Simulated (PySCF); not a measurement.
TPSSh on Si⁻ (silicon, charge -1), [Ne] 3s2 3p3, high-spin 4S determinant. All numbers are calculated (PySCF 2.14, the spin-free X2C one-electron Hamiltonian (Gaussian nucleus), in aug-cc-pCVTZ-DK with one added diffuse shell each of s, p, d, f type (9s8p6d4f, 91 functions)).

```
cycle= 1 E= -290.049798538652  delta_E= -0.00529  |g|= 0.00868  |ddm|= 0.272
cycle= 2 E= -290.049819624812  delta_E= -2.11e-05  |g|= 0.00724  |ddm|= 0.0672
cycle= 3 E= -290.049892781106  delta_E= -7.32e-05  |g|= 0.00272  |ddm|= 0.0373
cycle= 4 E= -290.049897601092  delta_E= -4.82e-06  |g|= 0.00042  |ddm|= 0.00651
cycle= 5 E= -290.0498978795  delta_E= -2.78e-07  |g|= 3.98e-05  |ddm|= 0.00238
cycle= 6 E= -290.049897882617  delta_E= -3.12e-09  |g|= 2.62e-06  |ddm|= 0.00034
cycle= 7 E= -290.049897882622  delta_E= -5.57e-12  |g|= 1.77e-07  |ddm|= 2.05e-05
converged SCF energy = -290.049897882622  <S^2> = 3.7512382  2S+1 = 4.0006191
```

Highest occupied orbital energy: 0.789 eV; ⟨L²⟩ = 0.00; populations by l: s 6.00, p 9.00, d 0.00, f 0.00.

Can this result be used?

With care. The run converged. At TPSSh the highest occupied level has a positive energy, so only the finite basis holds that electron; in a semilocal or global hybrid functional this comes from self-interaction and does not mean that the real anion is unbound.
